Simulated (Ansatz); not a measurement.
Geometry optimisation, Ansatz 0.2.0, RKS B3LYP-D4/def2-SVP.

The input (input.yaml):

```yaml
crystal:
  periodic: [false, false, false]
  atoms:
    - { symbol: W, position_ang: [0.0, 0.0, 0.0] }
    - { symbol: H, position_ang: [0.0, 0.0, 1.72] }
    - { symbol: F, position_ang: [1.85, 0.0, 0.0] }
    - { symbol: O, position_ang: [0.0, 1.94, 0.0] }
    - { symbol: H, position_ang: [-0.6343, 2.2771, -0.71] }
    - { symbol: H, position_ang: [-1.72, 0.0, 0.0] }
    - { symbol: F, position_ang: [0.0, -1.85, 0.0] }
    - { symbol: H, position_ang: [0.0, 0.0, -1.72] }
basis:
  gaussian: { orbitals: def2-SVP }
hamiltonian:
  xc: b3lyp
  dispersion: d4
relax:
  f_tol: 0.02
  max_steps: 40
```

Command:

```bash
$ ansatz run input.yaml --threads 1 --pin off --max-ram 2048MiB --backend cpu --events-out ev --progress --plain --runs-dir out
```

Where does it end, and by what steps?

The run converged. After 15 steps the energy has fallen by 3.203 eV; H8 moved furthest, 1.06 Å.

| step | energy less start (eV) | largest force component (eV/Å) | accepted |
| --- | --- | --- | --- |
| 0 | 0.0000 | 3.715 | yes |
| 1 | -1.2915 | 1.701 | yes |
| 2 | -2.1116 | 1.704 | yes |
| 3 | -2.7154 | 1.264 | yes |
| 4 | -3.0314 | 0.487 | yes |
| 5 | -3.1130 | 0.408 | yes |
| 6 | -3.1350 | 0.307 | yes |
| 7 | -3.1553 | 0.894 | yes |
| 8 | -3.1788 | 0.424 | yes |
| 9 | -3.1966 | 0.369 | yes |
| 10 | -3.2013 | 0.050 | yes |
| 11 | -3.2020 | 0.055 | yes |
| 12 | -3.2021 | 0.132 | yes |
| 13 | -3.2027 | 0.052 | yes |
| 14 | -3.2029 | 0.026 | yes |
| 15 | -3.2030 | 0.019 | yes |

```xyz
8
Properties=species:S:1:pos:R:3
W 0.173 0.041 -0.033
H -0.465 -0.021 1.515
F 2.064 0.041 0.366
O -0.010 1.844 -0.283
H -0.197 2.676 -0.732
H -1.510 -0.302 0.097
F 0.402 -1.773 -0.353
H -0.960 -0.139 -1.287
```

Time of the run: 87 s on 1 thread of Arm Neoverse V1 (shared host), peak memory 0.19 GiB.
